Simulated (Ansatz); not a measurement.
`FC[SiH2][GaH2]` → `[CH2]` (triplet) + `F[SiH2][GaH2]` at 700 K and 1 bar (formal loss of a carbene).

Isolated molecules relaxed with PBE0-D4/def2-TZVP in Ansatz; ΔE leaves out vibrations. CCSD(T)/CBS is the MP2 limit (def2-TZVPP, def2-QZVPP) plus CCSD(T) − MP2 in def2-TZVPP, frozen cores. This one scheme is used for every species. Triplets are unrestricted, without spin–orbit coupling. For Ga outer-core shells are correlated without core-valence functions, which leaves a few kJ/mol of doubt a bond. Scalar relativity is left out up to krypton. One conformer a species, not always the lowest.

| species | CCSD(T)/CBS energy (Eh) | H − E (kJ/mol) | S (J/(mol·K)) |
| --- | --- | --- | --- |
| `FC[SiH2][GaH2]` | -2354.43792 | 237.0 | 473.4 |
| `[CH2]` (triplet) | -39.09499 | 70.4 | 226.8 |
| `F[SiH2][GaH2]` | -2315.24935 | 146.8 | 413.0 |

H − E and S are ideal-gas, rigid-rotor, harmonic terms from PBE0-D4/def2-TZVP, for one conformer and one mirror image of each species, with the whole ground term of open shells counted as degenerate. 1 Eh = 2625.50 kJ/mol, R = 8.31446 J/(mol·K).

Question: By hand: ΔE, ΔH, ΔS and ΔG.

Answer: ΔE = (-39.09499) + (-2315.24935) − (-2354.43792) = 0.09358 Eh = 245.7 kJ/mol. Δ(H − E) = 70.4 + 146.8 − 237.0 = -19.8, so ΔH = 225.9 kJ/mol. ΔS = 226.8 + 413.0 − 473.4 = 166.4 J/(mol·K). ΔG = 225.9 − 700 × (166.4)/1000 = 109.4 kJ/mol.

Question: By hand: the equilibrium constant, and the temperature at which ΔG would vanish if ΔH and ΔS stayed fixed.

Answer: log₁₀ K = −ΔG/(RT ln 10) = -8.2. ΔG = 0 at ΔH/ΔS = 1358 K.

The number of gas molecules changes by +1, which sets the sign of ΔS. A doubt of 5 kJ/mol in ΔE shifts log₁₀ K by 0.4 here. Other conformers and mirror images would add mixing entropy, several J/(mol·K) or more a flexible species. Modes under 60 cm⁻¹, often nearly free rotors, make the harmonic entropy too high. A triplet takes part, so the spin changes. These are equilibria of isolated gas molecules and say nothing of rates. Largest T1 diagnostic: 0.013 (customary marks: 0.02 for closed shells, 0.045 for open ones).
